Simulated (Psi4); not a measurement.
H$_{2}$Br$_{2}$FGeN (SMILES [NH2][Ge]([F])([Br])[Br]), singlet, at a GFN2-xTB geometry; CAM-B3LYP/def2-TZVPD (Psi4 1.11).

The Psi4 input:
```
memory 2 GB

molecule {
0 1
N     2.17663221   -0.35915346    0.47347264
Ge    0.38462353   -0.18917863    0.38667536
F    -0.12316615   -0.71003425    1.97977286
Br   -0.14893691    2.01116162    0.12615725
Br   -0.75689101   -1.54618158   -1.09972129
H     2.53737885   -1.19873595    0.90353645
H     2.73071562   -0.11746627   -0.33467103
}

set {
  basis def2-tzvpd
}

energy('cam-b3lyp')
print_variables()
```

**Question.** Predict the main parts of the log of this Psi4 run.

**Answer.** 
```
   => Loading Basis Set <=

    Name: DEF2-TZVPD
    Role: ORBITAL
    Keyword: BASIS

         ---------------------------------------------------------
                                   SCF
               by Justin Turney, Rob Parrish, Andy Simmonett
                          and Daniel G. A. Smith
                              RKS Reference
         ---------------------------------------------------------

  ==> Geometry <==

    Molecular point group: c1
    Full point group: C1

    Geometry (in Angstrom), charge = 0, multiplicity = 1:

       Center              X                  Y                   Z               Mass
    ------------   -----------------  -----------------  -----------------  -----------------
         N            2.212638997580    -0.369896122862     0.486339833794    14.003074004430
         GE           0.420630317580    -0.199921292862     0.399542553794    73.921177761000
         F           -0.087159362420    -0.720776912862     1.992640053794    18.998403162730
         BR          -0.112930122420     2.000418957138     0.139024443794    78.918337600000
         BR          -0.720884222420    -1.556924242862    -1.086854096206    78.918337600000
         H            2.573385637580    -1.209478612862     0.916403643794     1.007825032230
         H            2.766722407580    -0.128208932862    -0.321803836206     1.007825032230

  Running in c1 symmetry.

  Rotational constants: A =      0.06157  B =      0.02618  C =      0.02167 [cm^-1]
  Rotational constants: A =   1845.84455  B =    784.79604  C =    649.76967 [MHz]
  Nuclear repulsion = 1071.992520692031349

  Charge       = 0
  Multiplicity = 1
  Electrons    = 120
  Nalpha       = 60
  Nbeta        = 60

  ==> Algorithm <==

  SCF Algorithm Type is DF.
  DIIS enabled.
  MOM disabled.
  Fractional occupation disabled.
  Guess Type is SAD.
  Energy threshold   = 1.00e-06
  Density threshold  = 1.00e-06
  Integral threshold = 1.00e-12

  ==> Primary Basis <==

  Basis Set: DEF2-TZVPD
    Blend: DEF2-TZVPD
    Number of shells: 93
    Number of basis functions: 263
    Number of Cartesian functions: 299
    Spherical Harmonics?: true
    Max angular momentum: 3

  ==> DFT Potential <==

   => LibXC <=

    Version 7.1.2
    S. Lehtola, C. Steigemann, M. J. T. Oliveira, and M. A. L. Marques,  SoftwareX 7, 1–5 (2018) (10.1016/j.softx.2017.11.002)

   => Composite Functional: CAM-B3LYP <=

    CAM-B3LYP Hyb-GGA Exchange-Correlation Functional

    T. Yanai, D. P. Tew, and N. C. Handy,  Chem. Phys. Lett. 393, 51 (2004) (10.1016/j.cplett.2004.06.011)

    Deriv               =              1
    GGA                 =           TRUE
    Meta                =          FALSE

    Exchange Hybrid     =           TRUE
    MP2 Hybrid          =          FALSE

   => Exchange Functionals <=

    0.3500         Becke 88 [omega = 0.3300]
    0.4600   Short-range recipe for B88 functional - erf [omega = 0.3300]

   => Exact (HF) Exchange <=

    0.4600            HF,LR [omega = 0.3300]
    0.1900               HF

   => Correlation Functionals <=

    0.1900   Vosko, Wilk & Nusair (VWN5)
    0.8100   Lee, Yang & Parr

   => LibXC Density Thresholds  <==

    XC_HYB_GGA_XC_CAM_B3LYP:  1.00E-14

   => Molecular Quadrature <=

    Radial Scheme          =       TREUTLER
    Pruning Scheme         =           NONE
    Nuclear Scheme         =       TREUTLER

    Blocking Scheme        =         OCTREE
    BS radius alpha        =              1
    Pruning alpha          =              1
    Radial Points          =             75
    Spherical Points       =            302
    Total Points           =         152661
    Total Blocks           =           1219
    Max Points             =            256
    Max Functions          =            241
    Weights Tolerance      =       1.00E-15

   => Loading Basis Set <=

    Name: (DEF2-TZVPD AUX)
    Role: JKFIT
    Keyword: DF_BASIS_SCF

  ==> Integral Setup <==

  ==> DiskDFJK: Density-Fitted J/K Matrices <==

    J tasked:                  Yes
    K tasked:                  Yes
    wK tasked:                 Yes
    Omega:               3.300E-01
    Integrals threads:           1
    Algorithm:                Disk
    Integral Cache:           NONE
    Schwarz Cutoff:          1E-12
    Fitting Condition:       1E-10

   => Auxiliary Basis Set <=

  Basis Set: (DEF2-TZVPD AUX)
    Blend: DEF2-UNIVERSAL-JKFIT
    Number of shells: 242
    Number of basis functions: 988
    Number of Cartesian functions: 1339
    Spherical Harmonics?: true
    Max angular momentum: 5

  Minimum eigenvalue in the overlap matrix is 2.6698551189E-04.
  Reciprocal condition number of the overlap matrix is 2.7729183863E-05.
    Using symmetric orthogonalization.

  ==> Pre-Iterations <==

  SCF Guess: Superposition of Atomic Densities via on-the-fly atomic UHF (no occupation information).

   -------------------------
    Irrep   Nso     Nmo
   -------------------------
     A        263     263
   -------------------------
    Total     263     263
   -------------------------

  ==> Iterations <==

                           Total Energy        Delta E     RMS |[F,P]|

   @DF-RKS iter SAD: -7375.14620396163991   -7.37515e+03   0.00000e+00
   @DF-RKS iter   1: -7379.85202592714541   -4.70582e+00   1.35106e-02 ADIIS/DIIS
   @DF-RKS iter   2: -7378.99018472067382    8.61841e-01   1.77066e-02 ADIIS/DIIS
   @DF-RKS iter   3: -7381.63372954902570   -2.64354e+00   1.72403e-03 ADIIS/DIIS
   @DF-RKS iter   4: -7381.65879574196788   -2.50662e-02   5.88079e-04 ADIIS/DIIS
   @DF-RKS iter   5: -7381.66336099723412   -4.56526e-03   1.44329e-04 ADIIS/DIIS
   @DF-RKS iter   6: -7381.66382356027316   -4.62563e-04   2.51275e-05 DIIS
   @DF-RKS iter   7: -7381.66383677687827   -1.32166e-05   1.02732e-05 DIIS
   @DF-RKS iter   8: -7381.66384051748082   -3.74060e-06   1.83428e-06 DIIS
   @DF-RKS iter   9: -7381.66384066514092   -1.47660e-07   7.94273e-07 DIIS
  Energy and wave function converged.

  ==> Post-Iterations <==

   Electrons on quadrature grid:
      Ntotal   =  119.9999691637 ; deviation = -3.084e-05

    Orbital Energies [Eh]
    ---------------------

    Doubly Occupied:

[...]
    Virtual:

[...]
    Final Occupation by Irrep:
              A
    DOCC [    60 ]
    NA   [    60 ]
    NB   [    60 ]

  @DF-RKS Final Energy: -7381.66384066514092

   => Energetics <=

    Nuclear Repulsion Energy =           1071.9925206920313485
    One-Electron Energy =              -12412.9797075710139325
    Two-Electron Energy =                4177.6681932645051347
    DFT Exchange-Correlation Energy =    -218.3448470506625938
    Empirical Dispersion Energy =           0.0000000000000000
    VV10 Nonlocal Energy =                  0.0000000000000000
    Total Energy =                      -7381.6638406651409241

Computation Completed

Properties will be evaluated at   0.000000,   0.000000,   0.000000 [a0]

Properties computed using the SCF density matrix

 Multipole Moments:

 ------------------------------------------------------------------------------------
     Multipole            Electronic (a.u.)      Nuclear  (a.u.)        Total (a.u.)
 ------------------------------------------------------------------------------------

 L = 1.  Multiply by 2.5417464519 to convert [e a0] to [Debye]
 Dipole X            :         -7.3051092            8.1651567            0.8600475
 Dipole Y            :          2.3005245           -2.4360818           -0.1355573
 Dipole Z            :         -3.5253083            2.9178562           -0.6074521
 Magnitude           :                                                    1.0616287

 ------------------------------------------------------------------------------------

  Variable Map:
  ----------------------------------------------------------------------------
[...]
  Array Variable Map:
  ----------------------------------------------------------------------------
[...]
[...]
```
